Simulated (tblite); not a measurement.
A structure optimised at GFN2-xTB (Å):
```
atom  x, y, z in Å
C1    -2.9168   -1.0838   -0.9830
S2    -2.6573    0.6259   -0.4406
C3    -0.9587    0.6193    0.0204
C4    -0.4516    1.8242    0.4945
C5     0.8623    1.9689    0.8936
N6     1.7845    1.0205    0.8777
C7     1.5330   -0.1971    0.4679
C8     2.6868   -1.1552    0.4977
P9     0.0029   -0.8407   -0.1220
H10   -2.7240   -1.7606   -0.1541
H11   -2.2559   -1.3056   -1.8176
H12   -3.9548   -1.1523   -1.2939
H13   -1.1189    2.6726    0.5499
H14    1.2085    2.9276    1.2596
H15    3.4266   -0.8594   -0.2455
H16    2.3575   -2.1710    0.2864
H17    3.1689   -1.1212    1.4724
```

Neutral, closed shell.

**Question.** Which heavy atoms are bonded, and with what formal order?

**Answer.** C1–S2 1.81 Å (single); S2–C3 1.76 Å (single); C3–C4 1.39 Å (aromatic); C4–C5 1.38 Å (aromatic); C5–N6 1.32 Å (aromatic); N6–C7 1.31 Å (aromatic); C7–C8 1.50 Å (single); C7–P9 1.76 Å (aromatic); C3–P9 1.75 Å (aromatic). Bonds to hydrogen (Å): C1–H10 1.09; C1–H11 1.09; C1–H12 1.09; C4–H13 1.08; C5–H14 1.08; C8–H15 1.09; C8–H16 1.09; C8–H17 1.09. The orders are those of one drawing; other resonance forms can be drawn.

**Question.** Which species is it?

**Answer.** `CSc1ccnc(C)p1`, C6H8NPS. Among its features: pyridine-type ring nitrogen and sulfide.

**Question.** Which rings does it hold (smallest set)?

**Answer.** C3–C4–C5–N6–C7–P9 (6 members, 0.00 Å rms from planarity).

**Question.** Describe the place of each heavy atom.

**Answer.** C1: S-methyl carbon; S2: sulfide sulfur; C3: substituted aromatic carbon; C4: aromatic CH carbon; C5: aromatic CH next to a ring nitrogen; N6: pyridine-type nitrogen; C7: substituted aromatic carbon; C8: benzylic-type carbon; P9: phosphorus bonded to 2 C.

**Question.** What is the arrangement about S2?

**Answer.** It has 2 neighbours (C1, C3) and is bent (angle 102.3°).

**Question.** What is the arrangement about C7?

**Answer.** It has 3 neighbours (N6, C8, P9) and is planar (angles 127.7°, 116.2° and 116.1°, sum 360.0°, 0.00 Å off the plane of its three neighbours).

All values are computed, not measured.
